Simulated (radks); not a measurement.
The tungsten ion W+ inside a hard spherical wall (all orbitals vanish at R), configuration held at [Xe] 4f14 5d4 6s1 and not refilled when levels cross. Calculated with a radial shooting solver on a logarithmic mesh with Libxc functionals: scalar-relativistic Kohn-Sham, r2SCAN, spin-polarised, spherical densities, finite nucleus; open shells are filled with parallel spins first (spin-orbit coupling, left out, can overturn this in heavy ions); meta-GGA in the generalised Kohn-Sham scheme; Fermi nuclear charge, rms radius 5.3658 fm. Eigenvalues in eV for spin up, with the zero of energy where the potential of the charges vanishes at infinity; a dash marks a level that is unbound or too diffuse for the functional's potential to be trusted. A positive occupied level is held by the wall or, in an anion where self-interaction has pushed it up, behind a barrier. The pressure on the wall is -dE/dV.

[
 {"R (bohr)": "free", "E (hartree)": "-16141.5719", "kinetic (hartree)": "17780.574", "e(5p)": "-52.835", "e(4f)": "-40.874", "e(6s)": "-13.361", "e(5d)": "-13.044", "e(6p, empty)": "-7.086", "e(7s, empty)": "-", "pressure (GPa)": "0"},
 {"R (bohr)": "20", "E (hartree)": "-16141.5719", "kinetic (hartree)": "17780.574", "e(5p)": "-52.835", "e(4f)": "-40.874", "e(6s)": "-13.361", "e(5d)": "-13.044", "e(6p, empty)": "-7.086", "e(7s, empty)": "-", "pressure (GPa)": "< 0.0001"},
 {"R (bohr)": "12", "E (hartree)": "-16141.5719", "kinetic (hartree)": "17780.574", "e(5p)": "-52.835", "e(4f)": "-40.874", "e(6s)": "-13.361", "e(5d)": "-13.044", "e(6p, empty)": "-7.085", "e(7s, empty)": "-2.604", "pressure (GPa)": "< 0.0001"},
 {"R (bohr)": "6", "E (hartree)": "-16141.5594", "kinetic (hartree)": "17780.684", "e(5p)": "-52.437", "e(4f)": "-40.449", "e(6s)": "-12.932", "e(5d)": "-12.697", "e(6p, empty)": "-5.893", "e(7s, empty)": "6.912", "pressure (GPa)": "1.31"},
 {"R (bohr)": "5", "E (hartree)": "-16141.5113", "kinetic (hartree)": "17780.998", "e(5p)": "-51.522", "e(4f)": "-39.437", "e(6s)": "-11.697", "e(5d)": "-11.857", "e(6p, empty)": "-3.495", "e(7s, empty)": "17.084", "pressure (GPa)": "8.93"},
 {"R (bohr)": "3.5", "E (hartree)": "-16140.9183", "kinetic (hartree)": "17783.780", "e(5p)": "-46.388", "e(4f)": "-33.335", "e(6s)": "-0.849", "e(5d)": "-6.097", "e(6p, empty)": "13.160", "e(7s, empty)": "67.047", "pressure (GPa)": "207"},
 {"R (bohr)": "3", "E (hartree)": "-16140.0219", "kinetic (hartree)": "17787.574", "e(5p)": "-41.816", "e(4f)": "-27.702", "e(6s)": "12.465", "e(5d)": "0.023", "e(6p, empty)": "31.281", "e(7s, empty)": "112.08", "pressure (GPa)": "727"},
 {"R (bohr)": "2.5", "E (hartree)": "-16137.5091", "kinetic (hartree)": "17797.844", "e(5p)": "-32.355", "e(4f)": "-16.532", "e(6s)": "43.487", "e(5d)": "13.367", "e(6p, empty)": "70.273", "e(7s, empty)": "199.21", "pressure (GPa)": "3120"}
]
